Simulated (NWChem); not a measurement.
Molecule: SiH3Cl; SMILES [SiH3]Cl

Program: NWChem. Medium grid unless said otherwise, to which SCAN and Minnesota functionals are sensitive. Structure relaxed at the PBE0/def2-SVP level. Computed dipoles belong to the equilibrium geometry; the measured one is vibrationally averaged.

Measured dipole moment: 1.31 D (NIST CCCBDB, as tabulated in the package chemicals).

Question: Which of these levels lies farthest from the measured value, and how do the others fare: B97-D/def2-SVP; PW91/def2-SVP; r2SCAN/def2-SVP; LDA (Slater exchange, VWN5)/def2-SVP; B3LYP/def2-SVP; PBE/def2-SVP; B3PW91/def2-SVP; M06-L/def2-SVP; TPSSh/def2-SVP; LC-wPBE (HJS exchange hole, range parameter 0.4 per bohr)/def2-SVP; r2SCAN0/def2-SVP?

Answer: LC-wPBE (HJS exchange hole, range parameter 0.4 per bohr)/def2-SVP.
| level | dipole moment (D) | computed − measured |
|---|---|---|
| B3LYP/def2-SVP | 1.29 | -0.02 |
| PBE/def2-SVP | 1.23 | -0.08 |
| TPSSh/def2-SVP | 1.36 | +0.05 |
| r2SCAN0/def2-SVP | 1.45 | +0.14 |
| LDA (Slater exchange, VWN5)/def2-SVP | 1.24 | -0.07 |
| B3PW91/def2-SVP | 1.37 | +0.06 |
| M06-L/def2-SVP | 1.44 | +0.13 |
| r2SCAN/def2-SVP | 1.37 | +0.06 |
| B97-D/def2-SVP | 1.29 | -0.02 |
| PW91/def2-SVP | 1.23 | -0.08 |
| LC-wPBE (HJS exchange hole, range parameter 0.4 per bohr)/def2-SVP | 1.51 | +0.20 |
